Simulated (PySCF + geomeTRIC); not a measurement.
Method: r2SCAN-D4/def2-TZVP run with PySCF + geomeTRIC. fastk is a local helper that only speeds up exchange builds. No frequencies were computed at this level.

```python
import json, numpy as np
from pyscf import gto, dft
from fastk import lowrank_exchange
atoms = """
N      1.014388     0.099316     0.239968
Si    -0.682446    -0.010036    -0.038166
H      1.554829     0.743223    -0.315055
H      1.538314    -0.750692     0.373023
H     -1.188471    -0.849104     1.045080
H     -1.163982     1.367559     0.024104
H     -1.072631    -0.600264    -1.328954
"""
def scf(charge, spin, dm0=None):
    mol = gto.M(atom=atoms, basis='def2-tzvp', ecp={}, charge=charge, spin=spin, verbose=3, max_memory=3780)
    mf = dft.KS(mol, xc='r2scan').density_fit(auxbasis="def2-universal-jkfit")
    mf.disp = 'd4'
    mf.grids.level = 4
    mf.conv_tol = 1e-8
    mf.max_cycle = 60
    mf.kernel(dm0)
    if not mf.converged:
        mf = mf.newton().run(mf.mo_coeff, mf.mo_occ).undo_soscf()
    return mf
mf = scf(0, 0)
from pyscf.geomopt.geometric_solver import kernel as optimize
path = []
done, mol = optimize(mf, maxsteps=80, assert_convergence=False, callback=lambda env: path.append((env["energy"], bool(env["g_scanner"].converged))))
res = dict(converged=bool(done and path[-1][1]), energy=path[-1][0], path=[e for e, c in path], xyz=mol.atom_coords(unit="Angstrom").tolist(), nao=mol.nao)
json.dump(res, open("result.json", "w"))
```

Output:

```
converged SCF energy = -347.236383362906
Geometry optimization cycle 1
converged SCF energy = -347.236383362925
cycle 1: E = -347.236383363  dE = -347.236  norm(grad) = 0.0213978
Geometry optimization cycle 2
converged SCF energy = -347.237520947535
cycle 2: E = -347.237520948  dE = -0.00113758  norm(grad) = 0.00440836
Geometry optimization cycle 3
converged SCF energy = -347.237554343033
cycle 3: E = -347.237554343  dE = -3.33955e-05  norm(grad) = 0.00121496
Geometry optimization cycle 4
converged SCF energy = -347.23755871314
cycle 4: E = -347.237558713  dE = -4.37011e-06  norm(grad) = 0.000459924
Geometry optimization cycle 5
converged SCF energy = -347.23756051669
cycle 5: E = -347.237560517  dE = -1.80355e-06  norm(grad) = 0.000398218
Geometry optimization cycle 6
converged SCF energy = -347.237562328923
cycle 6: E = -347.237562329  dE = -1.81223e-06  norm(grad) = 0.000270933
Geometry optimization cycle 7
converged SCF energy = -347.23756281827
cycle 7: E = -347.237562818  dE = -4.89348e-07  norm(grad) = 0.000119537
Geometry optimization cycle 8
converged SCF energy = -347.237562901663
cycle 8: E = -347.237562902  dE = -8.33924e-08  norm(grad) = 7.06357e-05
<class 'geometric.internal.Distance'> : 6
<class 'geometric.internal.Angle'> : 9
<class 'geometric.internal.Dihedral'> : 6
<class 'geometric.internal.TranslationX'> : 1
<class 'geometric.internal.TranslationY'> : 1
<class 'geometric.internal.TranslationZ'> : 1
<class 'geometric.internal.RotationA'> : 1
<class 'geometric.internal.RotationB'> : 1
<class 'geometric.internal.RotationC'> : 1
Step    0 : Gradient = 8.088e-03/1.409e-02 (rms/max) Energy = -347.2363833629
Step    1 : Displace = 3.053e-02/4.235e-02 (rms/max) Trust = 1.000e-01 (=) Grad = 1.666e-03/3.713e-03 (rms/max) E (change) = -347.2375209475 (-1.138e-03) Quality = 1.018
Step    2 : Displace = 4.018e-03/6.061e-03 (rms/max) Trust = 1.414e-01 (+) Grad = 4.592e-04/7.997e-04 (rms/max) E (change) = -347.2375543430 (-3.340e-05) Quality = 1.233
Step    3 : Displace = 1.698e-03/2.441e-03 (rms/max) Trust = 2.000e-01 (+) Grad = 1.738e-04/3.851e-04 (rms/max) E (change) = -347.2375587131 (-4.370e-06) Quality = 1.220
Step    4 : Displace = 1.251e-03/2.309e-03 (rms/max) Trust = 2.828e-01 (+) Grad = 1.505e-04/2.482e-04 (rms/max) E (change) = -347.2375605167 (-1.804e-06) Quality = 1.495
Step    5 : Displace = 2.191e-03/3.809e-03 (rms/max) Trust = 3.000e-01 (+) Grad = 1.024e-04/1.912e-04 (rms/max) E (change) = -347.2375623289 (-1.812e-06) Quality = 1.221
Step    6 : Displace = 1.222e-03/1.677e-03 (rms/max) Trust = 3.000e-01 (=) Grad = 4.518e-05/6.806e-05 (rms/max) E (change) = -347.2375628183 (-4.893e-07) Quality = 1.099
Step    7 : Displace = 6.686e-04/9.858e-04 (rms/max) Trust = 3.000e-01 (=) Grad = 2.670e-05/5.238e-05 (rms/max) E (change) = -347.2375629017 (-8.339e-08) Quality = 0.484
Converged! =D
```

Cost: around 2.0 core-minutes (rough).
